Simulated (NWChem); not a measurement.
# GeBr2, singlet; SMILES [Br][Ge][Br]

```xyz
3

Ge     0.0000     0.0000     1.0211
Br     1.8137     0.0000    -0.4663
Br    -1.8137     0.0000    -0.4663
```
Atoms are numbered in this order, from 1.

Level: PBE0/def2-SVP (NWChem), optimised geometry, unscaled harmonic frequencies. Low-valent species are run as closed-shell singlets; no triplet was tried in these runs. This build's default masses of Se (78.918 u) and Br (79.917 u) are each other's, which moves their modes by up to 0.6 %.

Task: List the harmonic frequencies with IR intensities, and the thermochemistry.

Result: 
```json
[
 {"frequency (cm⁻¹)": "101", "IR intensity (km/mol)": "0.5"},
 {"frequency (cm⁻¹)": "288", "IR intensity (km/mol)": "76.4"},
 {"frequency (cm⁻¹)": "292", "IR intensity (km/mol)": "27.4"}
]
```

```yaml
zero_point_energy: 1.0 kcal/mol
thermal correction to the enthalpy at 298.15 K (with zero-point energy): 4.3 kcal/mol
heat capacity Cv: 11.3 cal/(mol K)
entropy at 298.15 K and 1 atm (symmetry number 2): 76.1 cal/(mol K)
dipole_moment: 1.78 D
```

Rigid rotor and harmonic oscillator.
